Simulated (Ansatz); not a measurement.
A CCSD(T) single point on ClGeH5O2Si (`O[SiH](Cl)[O][GeH3]`).

```yaml
crystal:
  periodic: [false, false, false]
  atoms:
    - {symbol: O, position_ang: [-0.450167, -1.151983, 1.505799]}
    - {symbol: Si, position_ang: [0.484634, -1.240930, 0.168788]}
    - {symbol: Cl, position_ang: [-0.601808, -2.203758, -1.296455]}
    - {symbol: O, position_ang: [0.884199, 0.246899, -0.284416]}
    - {symbol: Ge, position_ang: [-0.050965, 1.757192, -0.491347]}
    - {symbol: H, position_ang: [-1.077338, -1.858433, 1.665461]}
    - {symbol: H, position_ang: [1.713355, -2.022136, 0.381498]}
    - {symbol: H, position_ang: [0.599380, 2.471585, -1.680449]}
    - {symbol: H, position_ang: [0.096353, 2.558754, 0.807251]}
    - {symbol: H, position_ang: [-1.514643, 1.391507, -0.773129]}
basis:
  gaussian: {orbitals: def2-TZVPP}
correlation: {method: ccsd_t}
```

```sh
$ ansatz run in.yaml --threads 4 --pin off --events-out ev --progress --plain --max-ram 10444MiB
```

Output of Ansatz, abridged:

```
Functional definition: HF
1598 factors; integrals over basis functions are off by at most 8.9e-4 eV
mean field evaluation 1: about -80995.7269 eV, gradient 5.0e1 eV
mean field evaluation 2: about -80996.0214 eV, gradient 5.0e1 eV
mean field evaluation 4: about -81000.6684 eV, gradient 3.6e0 eV
mean field evaluation 8: about -81000.7307 eV, gradient 3.0e-1 eV
mean field -81000.73094753 eV, -2976.7219580542 hartree, gradient 3.7e-6 eV, S^2 0.000000; 0 other end points of the search recorded, 0 dependent functions left out
21 core orbitals not correlated: weight in the atoms' cores, before any rotation towards them, 1.000 or more for the frozen orbitals, at most 0.000 for the correlated occupied ones
reference -81000.73094753 eV, -2976.7219580542 hartree; 21, 21 occupied and 222, 222 virtual orbitals, 1598 factors
second order -28.30713297 eV of doubles, -0.00000000 eV of singles
cycle   1  -28.43548288 eV  change   -1.3e-1 eV  update   1.2e-1
cycle   2  -29.17720166 eV  change   -7.4e-1 eV  update   3.4e-2
cycle   3  -29.32212319 eV  change   -1.4e-1 eV  update   1.7e-2
cycle   4  -29.30297689 eV  change    1.9e-2 eV  update   3.5e-3
cycle   5  -29.30143482 eV  change    1.5e-3 eV  update   1.5e-3
cycle   6  -29.30210977 eV  change   -6.7e-4 eV  update   4.0e-4
cycle   7  -29.30185722 eV  change    2.5e-4 eV  update   1.6e-4
cycle   8  -29.30182259 eV  change    3.5e-5 eV  update   4.6e-5
perturbative correction -1.07493923 eV, -0.0395032880 hartree
Total energy: -81031.10770935 eV, -2977.8382834610 hartree
```

Run time 4.1 min (4 threads of an Arm Neoverse V2 on a shared host); peak host memory 6.4 GiB.

Correlation energy per correlated electron: -0.723 eV. T1 diagnostic: 0.0114.
